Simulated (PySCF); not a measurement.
C₇H₈O₂Si, SMILES [SiH3]c1ccccc1C(O)=O, GFN2-xTB optimised geometry.

```
18

O     -0.76    -2.85     0.00
C     -1.37    -1.80     0.00
O     -2.71    -1.78     0.01
C     -0.72    -0.50     0.00
C     -1.45     0.69     0.00
C     -0.79     1.90     0.00
C      0.60     1.92     0.00
C      1.32     0.74     0.00
C      0.68    -0.50     0.00
Si     1.64    -2.13     0.00
H     -3.05    -2.69     0.01
H     -2.53     0.65     0.00
H     -1.34     2.82     0.00
H      1.12     2.87     0.00
H      2.40     0.77     0.00
H      1.45    -2.86    -1.25
H      3.05    -1.67     0.00
H      1.45    -2.87     1.24
```

Density from PBE/def2-SVP run with PySCF 2.14.0 at that geometry.

Minimum of the electron density along straight lines between bonded atoms, close to the bond critical point (lines longer than 1.1 times the sum of covalent radii, or with two minima, are not listed):

```
bond      length / Å  ρ at the minimum / e bohr⁻³  ∇²ρ there / e bohr⁻⁵  position (fraction from the first atom)
--------  ----------  ---------------------------  --------------------  ---------------------------------------
O1–C2          1.215                            ?                     ?                                     0.67
C2–O3          1.337                        0.305                 -0.36                                     0.34
C2–C4          1.461                        0.277                 -0.68                                     0.52
C4–C5          1.394                        0.304                 -0.73                                     0.50
C5–C6          1.380                        0.312                 -0.78                                     0.50
C6–C7          1.388                        0.308                 -0.76                                     0.50
C7–C8          1.384                        0.310                 -0.77                                     0.50
C4–C9          1.398                        0.301                 -0.72                                     0.51
C8–C9          1.388                        0.306                 -0.74                                     0.50
C9–Si10        1.895                        0.109                  0.32                                     0.62
O3–H11         0.970                        0.346                     ?                                     0.81
C5–H12         1.079                        0.283                 -1.08                                     0.64
C6–H13         1.080                        0.282                 -1.06                                     0.63
C7–H14         1.081                        0.281                 -1.06                                     0.63
C8–H15         1.080                        0.283                 -1.07                                     0.64
Si10–H16       1.458                        0.118                  0.32                                     0.49
Si10–H17       1.479                        0.113                  0.31                                     0.49
Si10–H18       1.458                        0.118                  0.32                                     0.49
```

Some entries are withheld; supply them.


- O1–C2, ρ at the minimum / e bohr⁻³: 0.407
- O1–C2, ∇²ρ there / e bohr⁻⁵: 0.20
- O3–H11, ∇²ρ there / e bohr⁻⁵: -2.24
